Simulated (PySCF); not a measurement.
# One molecule, a ladder of functionals, a line

Molecule: `FC(F)/C=N/[SiH3]`, C2H5F2NSi.

Cartesian coordinates in Å; atom numbers follow the order of the lines, from 1:
```xyz
11

F    -2.5383   -0.6245   -1.1280
C    -1.9903    0.0377   -0.0865
F    -2.6196   -0.3698    1.0367
C    -0.5280   -0.3188    0.0091
N     0.3594    0.5740   -0.0498
Si    2.0941    0.2830    0.0524
H    -2.1304    1.1231   -0.2198
H    -0.3431   -1.4096    0.1313
H     2.4137   -1.1729    0.2198
H     2.7109    0.7985   -1.2018
H     2.6097    1.0534    1.2184
```

GIAO shieldings (ppm, equivalent atoms averaged) in PySCF 2.14.0 with density-fitted response routines on the PBE0-D3(BJ)/def2-SVP geometry, basis pcSseg-2, gas phase, non-relativistic:

```csv
functional,exact exchange (%),σ(F1/F3),σ(C4),σ(C2),σ(Si6)
BLYP,0,291.7,-5.9,48.2,360.0
BP86,0,294.8,-2.5,53.7,367.7
PBE,0,293.1,-3.0,53.6,368.7
B3LYP,20,307.7,-2.9,56.2,372.1
PBE0,25,312.8,0.8,63.1,384.0
mPW1PW91,25,313.6,0.3,62.6,383.0
HF,100,352.1,13.9,84.6,426.3
```

Question: Fit each shielding as a line in the percentage of exact exchange.

Answer: σ(F1/F3) = 295.1 + 0.59 x (rms 2.5 ppm); σ(C4) = -4.2 + 0.18 x (rms 1.3 ppm); σ(C2) = 52.3 + 0.33 x (rms 2.4 ppm); σ(Si6) = 365.4 + 0.61 x (rms 3.6 ppm). The functionals also differ in their semilocal parts, which the line can't hold; Hartree–Fock has no correlation at all.

Question: What does the line predict for BHandHLYP (50 %), and what does the run give?

Answer: σ(F1/F3): 324.6 predicted, 326.5 computed; σ(C4): 4.8 predicted, 2.6 computed; σ(C2): 68.8 predicted, 67.1 computed; σ(Si6): 395.9 predicted, 390.9 computed ppm.
